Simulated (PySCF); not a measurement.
Simulation results for CH4BGeN, ClGeH2OSi, BGeH4O, C2H6BGe and others

All values are calculated (PySCF 2.14.0). Calculation on a computer-drawn molecule: the log of a Hartree-Fock and frozen-core CCSD(T) single point meant for a local Hartree-Fock minimum, with one planted fault or none, to be diagnosed. Offsets are logged minus clean, where the clean run is the same molecule without the fault. The reference is restricted for singlets and unrestricted otherwise, and also for a bond in bohr or an excited solution. Adding or removing an electron swaps singlet and doublet. The excited solution moves the top pair (singlet) or top alpha electron (doublet) to the lowest empty orbital. Highest occupied and lowest empty are orbital energies over both spins, largest force is the largest gradient component, triples share is (T) over the correlation energy, the T1 limit is 0.02 restricted and 0.045 unrestricted, electrons count all cores, a negative frequency is imaginary (commonest isotopes), and the dipole is about the centre of nuclear charge; on germanium a core potential holds 10 electrons, which the energies leave out, and 3d is frozen in MP2 and coupled-cluster steps.

Common to all runs: logged SCF converged yes; possible faults no fault, one electron removed, one electron added, multiplicity raised by two, geometry at a saddle point, SCF held on an excited solution, minimal basis STO-3G, one bond length entered in bohr, all coordinates scaled.

(1) 
```xyz
8
formula=CH4BGeN meant_charge=0 meant_multiplicity=1 meant_basis=cc-pVDZ meant_basis_and_core_potential_on_germanium=cc-pVDZ-PP_ECP10MDF logged_electrons=54 logged_basis_functions=85 logged_spin_squared=0 logged_highest_occupied=-8.3016 logged_lowest_empty=0.90006 logged_largest_force=0.032817 logged_T1_diagnostic=0.021975 logged_D1_diagnostic=0.075938 logged_triples_share=0.037927 logged_CC_converged=yes logged_dipole_magnitude=1.6308 logged_SCF_stable_within_its_kind=yes logged_energy_HF=-412.63514 logged_energy_CCSD(T)=-413.16422 planted_fault=all_coordinates_scaled,by_+5.1_% HF_energy_offset_from_clean_run=11.56 CCSD(T)_energy_offset_from_clean_run=4.319
C     -1.7549    -0.9280     1.2526
B     -0.9682    -0.4458     0.1153
Ge     0.3152     0.0916    -1.6069
N     -0.3156     1.8763    -1.8254
H     -1.6303    -1.9864     1.6633
H     -2.5285    -0.2812     1.7871
H     -1.0489     2.3812    -1.2635
H      0.0789     2.4885    -2.5867
```

Units: logged_highest_occupied, logged_lowest_empty in eV; logged_largest_force in hartree/bohr; logged_dipole_magnitude in debye; logged_energy_HF, logged_energy_CCSD(T) in hartree; HF_energy_offset_from_clean_run, CCSD(T)_energy_offset_from_clean_run in kcal/mol.

Drawn bonds:
```csv
atom,other atom,order
1,2,2
2,3,1
3,4,1
1,5,1
1,6,1
4,7,1
4,8,1
```

Notes: T1 above single-reference limit.

(2) 
```xyz
6
formula=ClGeH2OSi meant_charge=0 meant_multiplicity=2 meant_basis=cc-pV(D+d)Z meant_basis_and_core_potential_on_germanium=cc-pVDZ-PP_ECP10MDF logged_electrons=73 logged_basis_functions=93 logged_spin_squared=0.762 logged_highest_occupied=-9.5266 logged_lowest_empty=-0.30116 logged_largest_force=0.076276 logged_T1_diagnostic=0.018116 logged_D1_diagnostic=0.063409 logged_triples_share=0.029028 logged_CC_converged=yes logged_dipole_magnitude=4.1442 logged_SCF_stable_within_its_kind=yes logged_energy_HF=-1117.85917 logged_energy_CCSD(T)=-1118.39363 planted_fault=all_coordinates_scaled,by_-4.3_% HF_energy_offset_from_clean_run=9.341 CCSD(T)_energy_offset_from_clean_run=14.38
O     -2.0626     0.5179    -3.9883
Si    -2.2085    -0.5383    -3.0373
Cl    -2.5126    -2.4031    -3.5326
Ge    -2.2943    -0.3044    -0.7930
H     -1.6208     0.8977    -0.3164
H     -1.9085    -1.5096    -0.0653
```

Units: logged_highest_occupied, logged_lowest_empty in eV; logged_largest_force in hartree/bohr; logged_dipole_magnitude in debye; logged_energy_HF, logged_energy_CCSD(T) in hartree; HF_energy_offset_from_clean_run, CCSD(T)_energy_offset_from_clean_run in kcal/mol.

Drawn bonds:
```csv
atom,other atom,order
1,2,2
2,3,1
2,4,1
4,5,1
4,6,1
```

(3) 
```xyz
7
formula=BGeH4O meant_charge=-1 meant_multiplicity=1 meant_basis=aug-cc-pVDZ meant_basis_and_core_potential_on_germanium=aug-cc-pVDZ-PP_ECP10MDF logged_electrons=49 logged_basis_functions=114 logged_spin_squared=0.7918 logged_highest_occupied=-10.81 logged_lowest_empty=0.1667 logged_largest_force=0.05012 logged_T1_diagnostic=0.049445 logged_D1_diagnostic=0.25083 logged_triples_share=0.03293 logged_CC_converged=yes logged_dipole_magnitude=1.1105 logged_SCF_stable_within_its_kind=yes logged_energy_HF=-395.24023 logged_energy_CCSD(T)=-395.66442 planted_fault=one_electron_removed HF_energy_offset_from_clean_run=38.61 CCSD(T)_energy_offset_from_clean_run=62.37
O     -0.4785    -1.0995    -2.6130
B     -0.6630    -0.1428    -1.8175
Ge     0.4130    -0.0139     0.1051
H     -1.4186     0.8335    -1.9402
H     -0.4961     0.0303     1.3875
H      1.2735     1.2855     0.3152
H      1.4301    -1.1467     0.4579
```

Units: logged_highest_occupied, logged_lowest_empty in eV; logged_largest_force in hartree/bohr; logged_dipole_magnitude in debye; logged_energy_HF, logged_energy_CCSD(T) in hartree; HF_energy_offset_from_clean_run, CCSD(T)_energy_offset_from_clean_run in kcal/mol.

Drawn bonds:
```csv
atom,other atom,order
1,2,1
2,3,1
2,4,1
3,5,1
3,6,1
3,7,1
```

Notes: T1 above single-reference limit.

(4) 
```xyz
10
formula=C2H6BGe meant_charge=0 meant_multiplicity=2 meant_basis=cc-pVDZ meant_basis_and_core_potential_on_germanium=cc-pVDZ-PP_ECP10MDF logged_electrons=55 logged_basis_functions=95 logged_spin_squared=1.776 logged_highest_occupied=-5.6467 logged_lowest_empty=0.34073 logged_largest_force=0.07898 logged_dipole_magnitude=2.4301 logged_SCF_stable_within_its_kind=no logged_energy_HF=-397.12513 planted_fault=SCF_held_on_an_excited_solution HF_energy_offset_from_clean_run=50.26
C     -2.7625     1.5739     0.6684
C     -1.3571     2.1174     0.5734
B     -0.1629     1.4292     0.3850
Ge     1.6663     0.6499     0.1222
H     -3.3986     1.9947    -0.1152
H     -3.2176     1.8313     1.6288
H     -2.7877     0.4877     0.5692
H     -1.2601     3.2003     0.6647
H      2.2468    -0.1915     1.2558
H      1.9877     0.0423    -1.2407
```

Units: logged_highest_occupied, logged_lowest_empty in eV; logged_largest_force in hartree/bohr; logged_dipole_magnitude in debye; logged_energy_HF in hartree; HF_energy_offset_from_clean_run in kcal/mol.

Drawn bonds:
```csv
atom,other atom,order
1,2,1
2,3,2
3,4,1
1,5,1
1,6,1
1,7,1
2,8,1
4,9,1
4,10,1
```

Notes: coupled-cluster numbers left out as unreliable.

(5) 
```xyz
11
formula=BGeH7OSi meant_charge=0 meant_multiplicity=1 meant_basis=cc-pV(D+d)Z meant_basis_and_core_potential_on_germanium=cc-pVDZ-PP_ECP10MDF logged_electrons=66 logged_basis_functions=109 logged_spin_squared=0.8104 logged_highest_occupied=-9.5419 logged_lowest_empty=1.6292 logged_largest_force=0.009685 logged_T1_diagnostic=0.047213 logged_D1_diagnostic=0.23025 logged_triples_share=0.030661 logged_CC_converged=yes logged_dipole_magnitude=0.83549 logged_SCF_stable_within_its_kind=yes logged_energy_HF=-685.88049 logged_energy_CCSD(T)=-686.41249 planted_fault=one_bond_length_entered_in_bohr,row_6_of_the_drawn_bonds HF_energy_offset_from_clean_run=73.56 CCSD(T)_energy_offset_from_clean_run=78.83
Si    -1.6553    -1.3809    -1.5648
O     -0.9730     0.0161    -2.1568
B     -0.3481     1.1271    -1.7208
Ge     0.0584     1.5497     0.3049
H     -2.7656    -1.0433    -0.6528
H     -0.6333    -2.1667    -0.8463
H     -2.6074    -2.8110    -3.7529
H     -0.0031     1.9255    -2.5544
H     -0.6110     2.8700     0.7175
H     -0.4289     0.4583     1.2737
H      1.5706     1.7202     0.5196
```

Units: logged_highest_occupied, logged_lowest_empty in eV; logged_largest_force in hartree/bohr; logged_dipole_magnitude in debye; logged_energy_HF, logged_energy_CCSD(T) in hartree; HF_energy_offset_from_clean_run, CCSD(T)_energy_offset_from_clean_run in kcal/mol.

Drawn bonds:
```csv
atom,other atom,order
1,2,1
2,3,1
3,4,1
1,5,1
1,6,1
1,7,1
3,8,1
4,9,1
4,10,1
4,11,1
```

Notes: T1 above single-reference limit.

(6) 
```xyz
12
formula=B2GeH8Si meant_charge=0 meant_multiplicity=1 meant_basis=cc-pV(D+d)Z meant_basis_and_core_potential_on_germanium=cc-pVDZ-PP_ECP10MDF logged_electrons=64 logged_basis_functions=114 logged_spin_squared=0 logged_highest_occupied=-5.6811 logged_lowest_empty=-3.2851 logged_largest_force=0.070602 logged_CC_converged=no logged_dipole_magnitude=2.1812 logged_SCF_stable_within_its_kind=no logged_energy_HF=-635.95149 planted_fault=SCF_held_on_an_excited_solution HF_energy_offset_from_clean_run=197.2
B     -1.2577    -2.5326     1.6405
Ge    -0.3991    -1.0836     0.4035
B     -0.9315     0.8144     1.1141
Si     0.3437     2.0583     2.1076
H     -2.3506    -2.9666     1.4084
H     -0.6853    -2.9240     2.6184
H      1.1307    -1.2490     0.3648
H     -0.9122    -1.2398    -1.0396
H     -2.0541     1.1777     0.8897
H      1.3457     1.3083     2.9053
H      1.0683     2.8465     1.0745
H     -0.3545     3.0057     3.0124
```

Units: logged_highest_occupied, logged_lowest_empty in eV; logged_largest_force in hartree/bohr; logged_dipole_magnitude in debye; logged_energy_HF in hartree; HF_energy_offset_from_clean_run in kcal/mol.

Drawn bonds:
```csv
atom,other atom,order
1,2,1
2,3,1
3,4,1
1,5,1
1,6,1
2,7,1
2,8,1
3,9,1
4,10,1
4,11,1
4,12,1
```

Notes: CCSD not converged.

(7) 
```xyz
7
formula=CH3ClGeSi meant_charge=0 meant_multiplicity=1 meant_basis=cc-pV(D+d)Z meant_basis_and_core_potential_on_germanium=cc-pVDZ-PP_ECP10MDF logged_electrons=71 logged_basis_functions=98 logged_spin_squared=1.0505 logged_highest_occupied=-13.829 logged_lowest_empty=-6.5808 logged_largest_force=0.071518 logged_T1_diagnostic=0.097903 logged_D1_diagnostic=0.59652 logged_triples_share=0.030037 logged_CC_converged=yes logged_dipole_magnitude=4.5174 logged_SCF_stable_within_its_kind=yes logged_energy_HF=-1081.12489 logged_energy_CCSD(T)=-1081.5859 planted_fault=one_electron_removed HF_energy_offset_from_clean_run=175.5 CCSD(T)_energy_offset_from_clean_run=204.9
Cl    -3.8655    -0.6601     0.8683
Si    -1.9383    -0.9408     1.4664
C     -0.6349    -1.2315     0.4198
Ge    -0.7895    -1.3406    -1.5214
H     -1.8946    -0.8467     2.9288
H      0.3251    -1.3574     0.9176
H      0.7555    -1.6160    -1.7738
```

Units: logged_highest_occupied, logged_lowest_empty in eV; logged_largest_force in hartree/bohr; logged_dipole_magnitude in debye; logged_energy_HF, logged_energy_CCSD(T) in hartree; HF_energy_offset_from_clean_run, CCSD(T)_energy_offset_from_clean_run in kcal/mol.

Drawn bonds:
```csv
atom,other atom,order
1,2,1
2,3,2
3,4,1
2,5,1
3,6,1
4,7,1
```

Notes: T1 above single-reference limit.

(8) 
```xyz
10
formula=B2GeH6N meant_charge=0 meant_multiplicity=2 meant_basis=cc-pVDZ meant_basis_and_core_potential_on_germanium=cc-pVDZ-PP_ECP10MDF logged_electrons=55 logged_basis_functions=95 logged_spin_squared=1.6014 logged_highest_occupied=-8.3854 logged_lowest_empty=0.21828 logged_largest_force=0.0073206 logged_T1_diagnostic=0.038372 logged_D1_diagnostic=0.1784 logged_triples_share=0.032356 logged_CC_converged=yes logged_dipole_magnitude=0.98074 logged_SCF_stable_within_its_kind=yes logged_energy_HF=-400.48933 logged_energy_CCSD(T)=-400.95356
B     -1.5424     2.1663    -0.6751
Ge    -0.9342     0.1774    -0.8139
B      0.6305    -0.0227    -2.1731
N     -2.2768    -1.0242    -1.2642
H     -0.9593     3.2081    -0.5811
H     -0.1068    -0.5395     1.8832
H      1.7585     0.2094    -1.8407
H      0.4253    -0.3208    -3.3169
H     -2.5576    -0.9560    -2.2284
H     -3.1096    -0.9271    -0.7071
```

Units: logged_highest_occupied, logged_lowest_empty in eV; logged_largest_force in hartree/bohr; logged_dipole_magnitude in debye; logged_energy_HF, logged_energy_CCSD(T) in hartree.

Drawn bonds:
```csv
atom,other atom,order
1,2,1
2,3,1
2,4,1
1,5,1
2,6,1
3,7,1
3,8,1
4,9,1
4,10,1
```

(9) 
```xyz
10
formula=CH6BGeSi meant_charge=1 meant_multiplicity=1 meant_basis=cc-pV(D+d)Z meant_basis_and_core_potential_on_germanium=cc-pVDZ-PP_ECP10MDF logged_electrons=62 logged_basis_functions=104 logged_spin_squared=2.0215 logged_highest_occupied=-11.767 logged_lowest_empty=-6.4638 logged_largest_force=0.07535 logged_T1_diagnostic=0.01887 logged_D1_diagnostic=0.077528 logged_triples_share=0.030031 logged_CC_converged=yes logged_dipole_magnitude=4.1325 logged_SCF_stable_within_its_kind=yes logged_energy_HF=-647.9529 logged_energy_CCSD(T)=-648.37527
B     -0.4907    -1.4656    -1.3817
C     -1.5397    -0.5483    -1.5218
Si    -2.0680     0.3056    -0.1072
Ge    -2.3435    -0.3115    -3.3787
H      0.3871    -2.2374    -1.2796
H     -1.4549     0.0971     1.2058
H     -3.1575     1.2799    -0.1608
H     -3.8098    -0.6841    -3.2405
H     -1.5754    -1.2585    -4.2850
H     -2.1304     1.1502    -3.7337
```

Units: logged_highest_occupied, logged_lowest_empty in eV; logged_largest_force in hartree/bohr; logged_dipole_magnitude in debye; logged_energy_HF, logged_energy_CCSD(T) in hartree.

Drawn bonds:
```csv
atom,other atom,order
1,2,1
2,3,2
2,4,1
1,5,1
3,6,1
3,7,1
4,8,1
4,9,1
4,10,1
```

(10) 
```xyz
9
formula=CH5BGeO meant_charge=0 meant_multiplicity=1 meant_basis=cc-pVDZ meant_basis_and_core_potential_on_germanium=cc-pVDZ-PP_ECP10MDF logged_electrons=56 logged_basis_functions=90 logged_spin_squared=0 logged_highest_occupied=-8.1569 logged_lowest_empty=0.6472 logged_largest_force=0.092527 logged_T1_diagnostic=0.014494 logged_D1_diagnostic=0.049271 logged_triples_share=0.025672 logged_CC_converged=yes logged_dipole_magnitude=1.967 logged_SCF_stable_within_its_kind=yes logged_energy_HF=-433.64079 logged_energy_CCSD(T)=-434.18027
C     -1.6621     0.0472    -1.0484
O     -2.1093     0.8302    -0.1102
B     -2.4390     0.4493     1.0305
Ge    -2.2961    -1.3512     1.8396
H     -2.4159    -0.2088    -1.6732
H     -0.9578     0.5455    -1.5740
H     -1.2452    -0.7966    -0.6682
H     -2.8376     1.2538     1.7060
H     -3.6828    -1.6808     1.4716
```

Units: logged_highest_occupied, logged_lowest_empty in eV; logged_largest_force in hartree/bohr; logged_dipole_magnitude in debye; logged_energy_HF, logged_energy_CCSD(T) in hartree.

Drawn bonds:
```csv
atom,other atom,order
1,2,1
2,3,1
3,4,1
1,5,1
1,6,1
1,7,1
3,8,1
4,9,1
```

Q: B2GeH6N (entry 8): planted fault?
A: one bond length entered in bohr, row 5 of the drawn bonds

Q: Which fault was planted in the run of CH6BGeSi (entry 9)?
A: multiplicity raised by two

Q: CH5BGeO (entry 10): planted fault?
A: all coordinates scaled, by -7.2 %

Further results for B2GeH6N (entry 8):

```
HF energy offset from clean run      : 58.51 kcal/mol
CCSD(T) energy offset from clean run : 66.01 kcal/mol
```

Further results for CH6BGeSi (entry 9):

```
HF energy offset from clean run      : 63.54 kcal/mol
CCSD(T) energy offset from clean run : 80.65 kcal/mol
```

Further results for CH5BGeO (entry 10):

```
HF energy offset from clean run      : 31.04 kcal/mol
CCSD(T) energy offset from clean run : 38.51 kcal/mol
```
